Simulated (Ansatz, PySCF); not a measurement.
Cl₂Si, triplet, geometry from GFN2-xTB (the spin is typed, not shown lowest), atoms displaced at random by about 0.03 Å a coordinate. Base run: PBE0/cc-pVDZ, gradient in PySCF.

The PySCF input:
```python
from pyscf import gto, scf, dft

mol = gto.Mole()
mol.atom = '''
    Si    0.04898822   -0.04440833    0.74755493
    Cl    1.15306313    1.37230250   -0.33534043
    Cl   -1.17180085   -1.31550187   -0.28164275
'''
mol.basis = 'cc-pvdz'
mol.spin = 2
mol.verbose = 4
mol.build()

mf = dft.UKS(mol)
mf.xc = 'pbe0'
mf.kernel()
g = mf.nuc_grad_method()
grad = g.kernel()
```

Programs used: Ansatz (a program for electronic structure), PySCF; a row that names a program was run with it.

The coordinate followed is z of atom 2.

The base run was repeated with changes; each row names its change, and settings that it needs were set with it.

```tsv
change	dE/dx (Eh/bohr)	net force (Eh/bohr)
base	-0.002710	0.000016
conv_tol = 1e-11	-0.002710	0.000016
finite difference step (bohr) = 0.01; conv_tol = 1e-11	-0.002699	-
grid_response = on	-0.002699	0.000000
grids.level = 0; grid_response = on	-0.002520	0.000000
grids.level = 1; grid_response = off	-0.002532	0.000661
grids.level = 5; grid_response = off	-0.002703	0.000008
finite difference step (bohr) = 0.2; conv_tol = 1e-11	-0.002596	-
grids.level = 1; grid_response = on	-0.002692	0.000000
conv_tol = 1e-4	-0.002789	0.000016
grids.level = 0; grid_response = off	-0.003580	0.004413
code = ansatz	-0.002706	0.000000
```

The net force is zero for an exact gradient.

Open shells are given as the SCF converged; they aren't shown to be the lowest states, and a large step between rows can be another state.
